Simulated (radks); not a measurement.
Task: Pm VI, 56 electrons, occupied as [Kr] 4d10 4f3 5s2 5p5. Calculated with a radial shooting solver on a logarithmic mesh with Libxc functionals: Dirac Kohn-Sham, PBE, spin-unpolarised, spherical densities, finite nucleus; open shells fill j = l - 1/2 first; Fermi nuclear charge, rms radius 4.962 fm. Some entries of the table are withheld. Estimate them.

| orbital | occ. | eigenvalue (hartree) | <r> (bohr) | <r^2> (bohr^2) |
|---|---|---|---|---|
| 1s1/2 | 2 | -1655.258 | 0.02318 | 0.0007318 |
| 2s1/2 | 2 | -271.1176 | 0.09846 | 0.01150 |
| 2p1/2 | 2 | -256.8788 | 0.08245 | 0.008392 |
| 2p3/2 | 4 | -236.2943 | 0.08897 | 0.009639 |
| 3s1/2 | 2 | -61.14404 | 0.2602 | 0.07747 |
| 3p1/2 | 2 | -55.03810 | 0.2498 | 0.07256 |
| 3p3/2 | 4 | -50.89985 | 0.2624 | 0.07984 |
| 3d3/2 | 4 | -40.28388 | (1) | 0.06450 |
| 3d5/2 | 6 | -39.38758 | (2) | 0.06655 |
| 4s1/2 | 2 | -14.15933 | 0.5906 | 0.3936 |
| 4p1/2 | 2 | -11.82950 | 0.6049 | 0.4162 |
| 4p3/2 | 4 | -10.91466 | 0.6327 | 0.4550 |
| 4d3/2 | 4 | -7.07359 | 0.6737 | 0.5255 |
| 4d5/2 | 6 | -6.90875 | 0.6833 | 0.5404 |
| 5s1/2 | 2 | -3.65286 | (3) | 2.041 |
| 5p1/2 | 2 | -2.95937 | (4) | 2.426 |
| 5p3/2 | 3 | -2.80173 | (5) | 2.638 |
| 4f5/2 | 3 | -2.44847 | 0.8528 | 0.9004 |
| 4f7/2 | 0 | -2.42654 | 0.8595 | 0.9144 |
| 5d3/2 | 0 | -1.80434 | 1.899 | 4.073 |
| 5d5/2 | 0 | -1.78310 | 1.921 | 4.166 |
| 6s1/2 | 0 | -1.47656 | 2.779 | 8.561 |

Result: 
(1) 3d3/2 <r> (bohr): 0.2339
(2) 3d5/2 <r> (bohr): 0.2379
(3) 5s1/2 <r> (bohr): 1.352
(4) 5p1/2 <r> (bohr): 1.471
(5) 5p3/2 <r> (bohr): 1.535
